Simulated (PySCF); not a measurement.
ClF3HNW, multiplicity 1. Atoms are numbered in the order given.

```xyz
7

W     -0.1762     0.0379     0.0000
N     -0.4528     1.7293     0.0000
H     -0.6171     2.7314     0.0000
F     -0.1428    -0.4138    -1.8195
F     -1.8639    -0.7875     0.0000
F     -0.1428    -0.4138     1.8195
Cl     2.1275    -0.1828     0.0000
```
Charge 0, spin multiplicity 1.

Coordinates come from a B3LYP-D3(BJ)/def2-SVP optimisation. The spin state was assumed, not searched. The structure was generated by enumeration; whether it is a known compound was not checked. The def2 effective core potentials stand for the cores of W; spin–orbit coupling is left out.

Computed with PySCF with B3LYP-D3(BJ)/def2-SVP.

Frequencies are harmonic and unscaled.

| mode | ν (cm⁻¹) | IR (km/mol) | Raman (Å⁴/amu) | depolarisation | moving atoms (share of kinetic energy) |
|---|---|---|---|---|---|
| 1 | 99 | 0.0 | 0.7 | 0.74 | F 75 %, Cl 21 % |
| 2 | 183 | 3.8 | 0.7 | 0.75 | F 49 %, Cl 38 %, W 13 % |
| 3 | 211 | 15.3 | 1.9 | 0.70 | F 62 %, N 13 %, W 13 %, Cl 11 % |
| 4 | 231 | 14.0 | 0.4 | 0.47 | F 77 %, W 17 % |
| 5 | 260 | 4.0 | 3.7 | 0.73 | N 46 %, F 28 %, H 13 % |
| 6 | 286 | 3.1 | 4.8 | 0.75 | N 50 %, F 27 %, H 18 % |
| 7 | 313 | 3.3 | 2.1 | 0.75 | F 95 % |
| 8 | 383 | 48.6 | 4.8 | 0.19 | Cl 82 %, W 14 % |
| 9 | 506 | 143.9 | 1.3 | 0.75 | H 77 %, N 22 % |
| 10 | 549 | 154.7 | 1.3 | 0.75 | H 80 %, N 19 % |
| 11 | 649 | 56.4 | 1.8 | 0.49 | F 95 % |
| 12 | 692 | 199.9 | 0.2 | 0.75 | F 83 %, W 16 % |
| 13 | 702 | 103.8 | 12.5 | 0.06 | F 94 % |
| 14 | 1090 | 79.3 | 33.9 | 0.12 | N 84 %, W 8 % |
| 15 | 3652 | 353.0 | 126.6 | 0.37 | H 92 % |
